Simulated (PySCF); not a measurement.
# Structure from 2D NMR

Compound of formula C10H6O2. Correlations simulated from computed shifts and the bond graph:

HSQC (one-bond C–H):
```tsv
δH	δC
7.95	139.9
7.83	137.8
7.56	126.1
5.35	70.6
3.49	100.2
```

COSY cross peaks (H two or three bonds apart, from the bond graph; peaks can be absent where the dihedral angle is near 90°):
```tsv
δH	δH
7.95	7.83
7.83	7.56
```

HMBC (two and three bonds, from the bond graph):
```tsv
δH	δC
7.95	137.8, 134.5, 127.7, 126.1, 83.5
7.83	154.8, 139.9, 127.7, 126.1
7.56	154.8, 139.9, 137.8, 134.5, 70.6
5.35	172.9, 154.8, 134.5, 126.1
3.49	127.7, 83.5
```

Carbons without hydrogens: δ 172.9, 154.8, 134.5, 127.7, 83.5.

Isolated molecule, one conformer, relativity neglected, averaged over atoms made equivalent by symmetry, fast rotation or ring inversion. PBE0/pcSseg-1 with gauge-including orbitals; geometry: GFN2-xTB; PySCF.

References, each an isolated molecule treated in the same way: 1H (31.72 ppm), 13C (186.93 ppm) against TMS.

Exchangeable hydrogens are left out of these lists.

Question: Work out the connectivity.

Answer: `C#Cc1cccc2c1C(=O)OC2`.

Numbering as in the mapped SMILES `[CH:1]#[C:2][c:3]1[cH:4][cH:5][cH:6][c:7]2[c:8]1[C:9](=[O:10])[O:11][CH2:12]2`; H(Xn) means a hydrogen on atom n.

1. δC 172.9 is C9, an ester carbonyl carbon.
2. δC 154.8 is C7, a substituted aromatic carbon.
3. δC 139.9 is C4, an aromatic CH (δH 7.95).
4. δC 137.8 is C5, an aromatic CH (δH 7.83).
5. δC 134.5 is C8, a substituted aromatic carbon.
6. δC 127.7 is C3, a substituted aromatic carbon.
7. δC 126.1 is C6, an aromatic CH (δH 7.56).
8. δC 100.2 is C1, a terminal alkyne carbon (δH 3.49).
9. δC 83.5 is C2, an alkyne carbon.
10. δC 70.6 is C12, an sp3 CH2 bonded to O, on an aromatic ring (δH 5.35).
11. HMBC from δH 7.95 reaches the proton-free carbons C8, C3, C2.
12. HMBC from δH 7.83 reaches the proton-free carbons C7, C3.
13. HMBC from δH 7.56 reaches the proton-free carbons C7, C8.
14. HMBC from δH 5.35 reaches the proton-free carbons C9, C7, C8.
15. COSY links 7.95–7.83, 7.83–7.56.

This is the structure that produced the data.

Shifts are as computed. Against solution values, carbons near 30 ppm lie about +3 ppm off and those near 130 ppm about +5 ppm. Of 1211 compounds with measured shifts, 218 miss one by over three times the rms of a fit or turn the order of signals round; such compounds aren't used in these exercises.
